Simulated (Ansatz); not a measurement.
This geometry of C$_{3}$H$_{12}$NPSi (18 atoms, charge 0, multiplicity 1) is a first-order saddle point.

Theory: Ansatz 0.2.0, RKS r2SCAN-D4/STO-3G.

```xyz
18
Properties=species:S:1:pos:R:3
C 0.754 -0.462 1.634
C 0.665 0.110 0.191
C 1.746 -0.559 -0.707
Si -1.071 -0.134 -0.558
N -1.115 0.555 -2.221
P -2.739 0.707 0.658
H 0.042 0.039 2.307
H 0.532 -1.540 1.641
H 1.765 -0.324 2.045
H 0.889 1.190 0.243
H 1.728 -0.155 -1.729
H 1.581 -1.645 -0.768
H 2.752 -0.392 -0.293
H -1.269 -1.568 -0.670
H -0.190 1.033 -2.387
H -1.780 1.373 -2.214
H -1.968 1.814 1.078
H -2.361 -0.030 1.800
```

**Question.** Which two structures does it join? (They come from a converged band through this point; their orientation in space is the band's.)

**Answer.** No bond is made or broken. The dihedral P6–Si4–N5–H16 goes from -55 to 72°.

Image 0:

```xyz
18
Properties=species:S:1:pos:R:3
C 0.757 -0.504 1.655
C 0.693 0.100 0.224
C 1.755 -0.571 -0.694
Si -1.028 -0.062 -0.560
N -0.859 0.604 -2.215
P -2.649 0.874 0.675
H 0.049 -0.003 2.332
H 0.515 -1.577 1.639
H 1.767 -0.393 2.077
H 0.945 1.172 0.300
H 1.698 -0.160 -1.713
H 1.585 -1.656 -0.754
H 2.770 -0.407 -0.303
H -1.350 -1.465 -0.735
H -0.732 1.648 -2.138
H -1.796 0.532 -2.694
H -1.780 1.860 1.191
H -2.377 0.018 1.764
```

Image 6:

```xyz
18
Properties=species:S:1:pos:R:3
C 0.752 -0.614 1.615
C 0.611 0.122 0.253
C 1.699 -0.386 -0.737
Si -1.141 -0.097 -0.482
N -1.284 0.532 -2.155
P -2.718 0.886 0.743
H 0.025 -0.236 2.348
H 0.586 -1.694 1.493
H 1.760 -0.472 2.033
H 0.797 1.196 0.430
H 1.649 0.155 -1.694
H 1.570 -1.459 -0.943
H 2.706 -0.241 -0.319
H -1.383 -1.523 -0.576
H -0.543 0.054 -2.734
H -0.948 1.532 -2.154
H -1.903 2.008 1.010
H -2.273 0.250 1.922
```

**Question.** How far does it lie above each of them?

**Answer.** 0.091 eV above the first and 0.070 eV above the second. This is the barrier of this one path; another mechanism may lie lower. Limits of this set-up: minimal basis.

Run time: 17 min on 1 thread of Intel(R) Xeon(R) Processor @ 2.50GHz (Skylake/Cascade Lake), with other jobs on the host, peak memory 0.16 GiB.
